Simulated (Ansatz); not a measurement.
`C[CH2][AlH][O][SiH3]`. Total charge 0; spin multiplicity 1.

```xyz
14

C     0.8579   -1.6811   -0.1450
C     1.2403   -0.8293    1.0648
Al    0.3677    0.9101    1.2036
O    -0.7514    1.3709    0.0250
Si   -1.7535    1.4798   -1.2446
H     1.3833   -2.6407   -0.1551
H     1.0904   -1.1748   -1.0854
H    -0.2132   -1.8977   -0.1645
H     2.3253   -0.6583    1.0859
H     1.0379   -1.3751    1.9966
H     0.6390    1.9469    2.3691
H    -1.8003    0.1947   -1.9964
H    -1.2929    2.5501   -2.1696
H    -3.1303    1.8046   -0.7845
```

(1) List the harmonic frequencies (cm⁻¹, unscaled) at PBE0-D4/def2-TZVP in Ansatz. (Estimate.)

Results:

(1) Ansatz gave: 13i, 38, 43, 96, 121, 195, 332, 404, 510, 585, 621, 715, 735, 737, 926, 955, 959, 963, 992, 1040, 1134, 1226, 1250, 1409, 1434, 1489, 1501, 1933, 2204, 2214, 2219, 3016, 3039, 3048, 3101, 3112.
